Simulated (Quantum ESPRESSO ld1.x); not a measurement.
Species: Re2+. Configuration: [Kr] 4d10 4f14 5s1.5 5p6 5d5 6s0.5 (fractional occupations, a model configuration). Method: scalar-relativistic Kohn-Sham, LDA (Slater exchange, Perdew-Zunger correlation), spin-polarised, spherical densities, point nucleus; open shells are filled with parallel spins first; computed with ld1.x of Quantum ESPRESSO 7.5.

X-ray form factor f0, the Fourier transform of the density (f0(0) = 73):

| sin(theta)/lambda (1/angstrom) | f0 (electrons) |
|---|---|
| 0.05 | 72.209 |
| 0.1 | 70.027 |
| 0.15 | 66.915 |
| 0.2 | 63.361 |
| 0.25 | 59.721 |
| 0.3 | 56.197 |
| 0.4 | 49.792 |
| 0.5 | 44.307 |
| 0.6 | 39.613 |
| 0.8 | 31.984 |
| 1 | 26.144 |
| 1.25 | 20.983 |
| 1.5 | 17.706 |
| 2 | 13.990 |
